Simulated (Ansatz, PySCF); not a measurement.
thienothiophene (C6H4S2), singlet, at a GFN2-xTB geometry. Base run: CCSD(T)/STO-3G (PySCF).

Here is a job for PySCF.
```python
from pyscf import gto, scf, cc

mol = gto.Mole()
mol.atom = '''
    C     2.220031   -0.077972    0.449428
    C     1.634818    0.097874   -0.761832
    C     0.228895    0.090827   -0.649381
    S    -1.091064    0.255870   -1.751773
    C    -2.220031    0.077972   -0.449428
    C    -1.634818   -0.097874    0.761832
    C    -0.228895   -0.090827    0.649381
    S     1.091064   -0.255870    1.751773
    H     3.267548   -0.116520    0.673855
    H     2.171509    0.225438   -1.683494
    H    -3.267548    0.116520   -0.673855
    H    -2.171509   -0.225438    1.683494
'''
mol.basis = 'sto-3g'
mol.charge = 0
mol.spin = 0
mol.verbose = 4
mol.build()

mf = scf.RHF(mol)
mf.kernel()

mycc = cc.CCSD(mf)
mycc.kernel()
et = mycc.ccsd_t()
print('E(CCSD(T)) = %.10f' % (mycc.e_tot + et))
```

The same geometry, method and basis name were run in Ansatz (an electronic-structure program) and PySCF, at each program's defaults and at the settings that a row names. The base is PySCF at its defaults. Differences at the defaults can come from grids, fitting, cores and function types together.

| code and settings | ΔE vs base (mEh) | basis functions | E (Eh) | SCF cycles |
|---|---|---|---|---|
| PySCF, defaults (exact integrals, spherical functions, all electrons correlated) | 0.000 | 52 | -1013.59481 | 10 |
| Ansatz, defaults (factorised integrals, spherical functions, frozen core) | 3.827 | 52 | -1013.59098 | - |
| PySCF, frozen core | 3.793 | 52 | -1013.59101 | 10 |
| Ansatz, high accuracy, frozen core | 3.793 | 52 | -1013.59101 | - |
